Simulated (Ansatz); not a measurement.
System: AlCl, charge 0, singlet. AlCl (SMILES [Al][Cl]).
B3LYP-D3(BJ)/def2-TZVP minimum from Ansatz (a quantum-chemistry and plane-wave program):
```
Al
Cl 1 2.1602
```
Charge 0, spin multiplicity 1.

Wanted: atomisation energy (electronic, to ground-state atoms), in kJ/mol. Open shells are spin-unrestricted; no spin-orbit coupling. CBS(X,Y): correlation extrapolated as X^-3, Hartree-Fock from the larger set (Q,5: extrapolated as (X+1)exp(-9√X)). A bracket is a step between two methods taken in the basis named. The functionals are non-relativistic, so their misses hold any scalar relativity. Double hybrids freeze cores in their MP2 part. '+ core + X2C': CCSD(T) terms for core correlation (cc-pwCVTZ, 1s frozen past Ne) and scalar relativity (cc-pVTZ-DK). Where a partner has so few electrons that a lower coupled-cluster level is exact, that level stands in.

CCSD(T)/CBS(cc-pV(Q+d)Z,cc-pV(5+d)Z) + [CCSDT(Q) - CCSD(T)]/cc-pV(5+d)Z + [CCSDTQ - CCSDT(Q)]/cc-pV(D+d)Z + core + X2C (Ansatz) gives 512.4 kJ/mol.

What does PBE/def2-TZVPD (Ansatz) give here, and how do the other levels compare?

PBE gives 506.6 kJ/mol, 5.8 kJ/mol below it. Differences of the others: B3LYP/def2-TZVPD (Ansatz) -21.2; wB97M-V/def2-TZVPD (Ansatz) 8.8; B2PLYP/def2-TZVPD (Ansatz) -15.1; CCSD(T)/CBS(cc-pV(Q+d)Z,cc-pV(5+d)Z) + core + X2C (Ansatz) 0.4 kJ/mol. Nearer than PBE: CCSD(T)/CBS(cc-pV(Q+d)Z,cc-pV(5+d)Z) + core + X2C.
